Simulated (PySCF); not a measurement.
## How the method moves the HOMO and LUMO of `CO[SiH2]C(F)(F)F`

C2H5F3OSi.
Cartesian coordinates in Å at the PBE0-D3(BJ)/def2-SVP level; atoms count from 1:
```
atom  x, y, z in Å
C1     2.1700   -0.0519   -0.0367
O2     0.7979   -0.3363   -0.0847
Si3   -0.3936    0.3994    0.7885
C4    -2.0358   -0.3800    0.1560
F5    -2.1129   -1.6947    0.3972
F6    -2.2075   -0.2032   -1.1596
F7    -3.0779    0.2012    0.7767
H8     2.6908   -0.7244   -0.7335
H9     2.3847    0.9888   -0.3399
H10    2.5904   -0.2130    0.9723
H11   -0.4623    1.8676    0.5348
H12   -0.2906    0.1245    2.2503
```

Basis pcSseg-1 throughout (PySCF), one geometry. Isolated species at its PBE0-D3(BJ)/def2-SVP geometry (one conformer only).

Task: How do the orbital energies, the gap and the dipole change with the method?

Result: 
```
   method                    kind  HOMO (eV)  LUMO (eV)  gap (eV)  μ (D)  SCF cycles
     BLYP                     GGA      -6.94      -0.62      6.32   3.09          15
     OPBE                     GGA      -7.01      -0.50      6.51   2.99          14
     BP86                     GGA      -7.15      -0.82      6.33   3.12          14
    B3LYP           global hybrid      -8.39      -0.11      8.28   3.37          13
     PBE0           global hybrid      -8.63       0.10      8.73   3.38          13
CAM-B3LYP  range-separated hybrid     -10.07       1.14     11.22   3.49          13
BHandHLYP           global hybrid     -10.17       1.00     11.17   3.68          13
  wB97X-D  range-separated hybrid     -10.57       1.92     12.49   3.49          13
```

The HOMO spans 3.63 eV, from BLYP down to wB97X-D, and the gap runs from 6.32 eV (BLYP) to 12.49 eV (wB97X-D). Over the methods BLYP (0 %), OPBE (0 %), BP86 (0 %), B3LYP (20 %), PBE0 (25 %), BHandHLYP (50 %), a straight line through the gap against the share of exact exchange rises by 0.95 eV for each 10 % (correlation coefficient 0.999). The dipole ranges from 2.99 D (OPBE) to 3.68 D (BHandHLYP). This basis has no diffuse functions.
